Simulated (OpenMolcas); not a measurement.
Multiconfigurational calculation on Se V

Input:

```
&GATEWAY
Coord
1

Se 0.0 0.0 0.0
Basis=ANO-RCC-VQZP
Group=XYZ
NoMove
AngMom=0.0 0.0 0.0
AMFI
&SEWARD
* reference wave functions (RASSCF and RASSI steps not shown): 2 electrons in 4 orbitals (4s 4p)
>>> COPY JOB001 $Project.JobIph
&CASPT2
Multistate=3 1 2 3
Frozen=3 6
IPEA=0.25
Shift=0.2
MaxIter=60
WThr=0.0 0.3 0.05
PrWF=0.5
NoMix
>>> COPY JOB002 $Project.JobIph
&CASPT2
Multistate=7 1 2 3 4 5 6 7
Frozen=3 6
IPEA=0.25
Shift=0.2
MaxIter=60
WThr=0.0 0.3 0.05
PrWF=0.5
NoMix
>>> COPY JOB003 $Project.JobIph
&CASPT2
Multistate=3 1 2 3
Frozen=3 6
IPEA=0.25
Shift=0.2
MaxIter=60
WThr=0.0 0.3 0.05
PrWF=0.5
NoMix
...
```

Output, cut to the results:

```
--- CASPT2 ---
Orbital specifications:
      -----------------------

      Symmetry species                           1   2
                                                ag  au
      Frozen orbitals                            3   6
      Inactive orbitals                          5   0
      Active orbitals                            1   3
      Secondary orbitals                        27  23
      Deleted orbitals                           0   0
      Number of basis functions                 36  32
Type of calculation                        MS-CASPT2
      Fock operator                              state-specific
      IPEA shift                                 0.25
      Real shift                                 0.20
      Imaginary shift                            0.00
      The input orbitals will be transformed to quasi-canonical
Reference energy:       -2423.2846041718
      E2 (Non-variational):      -0.0746044548
      Shift correction:          -0.0021162884
      E2 (Variational):          -0.0767207432
      Total energy:           -2423.3613249151
      Residual norm:              0.0000003177
      Reference weight:           0.98953
      Contributions to the CASPT2 correlation energy
      Active & Virtual Only:         -0.0061880065
      One Inactive Excited:          -0.0190522669
      Two Inactive Excited:          -0.0493641813
Reference energy:       -2423.2846041717
      E2 (Non-variational):      -0.0746044548
      Shift correction:          -0.0021162884
      E2 (Variational):          -0.0767207432
      Total energy:           -2423.3613249149
      Residual norm:              0.0000003177
      Reference weight:           0.98953
      Contributions to the CASPT2 correlation energy
      Active & Virtual Only:         -0.0061880065
      One Inactive Excited:          -0.0190522669
      Two Inactive Excited:          -0.0493641813
::    CASPT2 Root  1     Total energy:  -2423.36132492
::    CASPT2 Root  2     Total energy:  -2423.36132491
::    CASPT2 Root  3     Total energy:  -2423.36132491
::    MS-CASPT2 Root  1     Total energy:  -2423.36132492
::    MS-CASPT2 Root  2     Total energy:  -2423.36132491
::    MS-CASPT2 Root  3     Total energy:  -2423.36132491
--- CASPT2 ---
Orbital specifications:
      -----------------------

      Symmetry species                           1   2
                                                ag  au
      Frozen orbitals                            3   6
      Inactive orbitals                          5   0
      Active orbitals                            1   3
      Secondary orbitals                        27  23
      Deleted orbitals                           0   0
      Number of basis functions                 36  32
Type of calculation                        MS-CASPT2
      Fock operator                              state-specific
      IPEA shift                                 0.25
      Real shift                                 0.20
      Imaginary shift                            0.00
      The input orbitals will be transformed to quasi-canonical
Reference energy:       -2424.2567812172
      E2 (Non-variational):      -0.0764761754
      Shift correction:          -0.0019522794
      E2 (Variational):          -0.0784284548
      Total energy:           -2424.3352096720
      Residual norm:              0.0000000539
      Reference weight:           0.99033
      Contributions to the CASPT2 correlation energy
      Active & Virtual Only:         -0.0057019642
      One Inactive Excited:          -0.0207102895
      Two Inactive Excited:          -0.0500639217
Reference energy:       -2423.2203749307
      E2 (Non-variational):      -0.1156393518
      Shift correction:          -0.0099472191
      E2 (Variational):          -0.1255865709
      Total energy:           -2423.3459615015
      Residual norm:              0.0000000941
      Reference weight:           0.95262
      Contributions to the CASPT2 correlation energy
      Active & Virtual Only:         -0.0475781644
      One Inactive Excited:          -0.0186139249
      Two Inactive Excited:          -0.0494472625
::    CASPT2 Root  1     Total energy:  -2424.33520967
::    CASPT2 Root  2     Total energy:  -2423.34596150
::    CASPT2 Root  3     Total energy:  -2423.34596150
::    CASPT2 Root  4     Total energy:  -2423.34596143
::    CASPT2 Root  5     Total energy:  -2423.34596220
::    CASPT2 Root  6     Total energy:  -2423.34598331
::    CASPT2 Root  7     Total energy:  -2423.20921855
::    MS-CASPT2 Root  1     Total energy:  -2424.33554524
::    MS-CASPT2 Root  2     Total energy:  -2423.34598345
::    MS-CASPT2 Root  3     Total energy:  -2423.34596224
::    MS-CASPT2 Root  4     Total energy:  -2423.34596150
::    MS-CASPT2 Root  5     Total energy:  -2423.34596146
::    MS-CASPT2 Root  6     Total energy:  -2423.34596142
::    MS-CASPT2 Root  7     Total energy:  -2423.20888284
--- CASPT2 ---
Orbital specifications:
      -----------------------

      Symmetry species                           1   2
                                                ag  au
      Frozen orbitals                            3   6
      Inactive orbitals                          5   0
      Active orbitals                            1   3
      Secondary orbitals                        27  23
      Deleted orbitals                           0   0
      Number of basis functions                 36  32
Type of calculation                        MS-CASPT2
      Fock operator                              state-specific
      IPEA shift                                 0.25
      Real shift                                 0.20
      Imaginary shift                            0.00
      The input orbitals will be transformed to quasi-canonical
Reference energy:       -2423.8478994130
      E2 (Non-variational):      -0.0727517140
      Shift correction:          -0.0020302139
      E2 (Variational):          -0.0747819279
...
```

Levels above the lowest, from the spin-orbit matrix with the single-state CASPT2 energies, averaged by term, on its diagonal:

```
Configuration  Term  J  E (cm-1)  Measured (cm-1)  Term weight %
          4s2    1S  0       0.0              0.0            100
        4s 4p   3P*  0     87506            89749            100
        4s 4p   3P*  1     88934            91350            100
        4s 4p   3P*  2     92060            94960            100
        4s 4p   1P*  1    133125           131733            100
          4p2    3P  0    210343           211794             99
          4p2    3P  1    212270           214091            100
          4p2    3P  2    213885           218615             71
          4p2    1D  2    218452           213203             71
          4p2    1S  0    247584           248787             99
```

Against the 9 measured excited levels shown (the list in Rauch et al., Astron. Astrophys. 606, A105 (2017)) the mean absolute deviation is 2600 cm-1; the largest miss in energy is 4p2 1D2 [71 %]: computed 218452, measured 213203 cm-1 (+2.5 %), and the largest in proportion 4s 4p 3P* 2 (-3.1 %). Levels of one J stand in another order than measured, so their pairing by name is doubtful.

Some levels mix across a computed gap that differs much from the measured one, so their mixing is not that of the real levels. The ¹D term of p² mixes with s d, which this space lacks. Computed and measured levels are paired by configuration, term and J; levels that our copy of the source lacks, or whose pairing is in doubt (as where it misses far off the trend of its configuration), stay unpaired and out of the deviations. Levels of configurations outside the active space are missing.

The term weight is that of the spin-free term in the level, not the purity of its configuration. A share in square brackets marks a mixed level and gives the weight of the term that names it. * marks odd parity.
